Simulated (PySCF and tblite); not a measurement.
Results of a calculation; reference values are marked as such.
4 constitutional isomers of C4H9Br:

```json
{"isomer": "A", "SMILES": "[CH3:1][CH2:2][C@H:3]([CH3:4])[Br:5]"}
{"isomer": "B", "SMILES": "[CH3:1][C:2]([CH3:3])([CH3:4])[Br:5]"}
{"isomer": "C", "SMILES": "[CH3:1][CH2:2][CH2:3][CH2:4][Br:5]"}
{"isomer": "D", "SMILES": "[CH3:1][CH:2]([CH3:3])[CH2:4][Br:5]"}
```

Each isomer is a Boltzmann average at 298.15 K over at most 6 conformers: GFN2-xTB geometries, energies TPSS/def2-TZVP (IEF-PCM, chloroform) (D3(BJ) added where defined), GFN2-xTB thermal terms. Programs: PySCF with density fitting and tblite.

Q: Rank the isomers by free energy at 298.15 K.

A: 
| isomer | ΔG (kcal/mol) | ΔE, lowest conformer | conformers | largest weight % | rms dipole (D) |
| --- | --- | --- | --- | --- | --- |
| B | 0.0 | 0.0 | 1 | 100 | 3.12 |
| A | 1.2 | 2.0 | 3 | 55 | 2.97 |
| D | 2.5 | 3.5 | 2 | 76 | 2.77 |
| C | 3.1 | 4.3 | 5 | 36 | 2.79 |

ΔG is for one enantiomer.
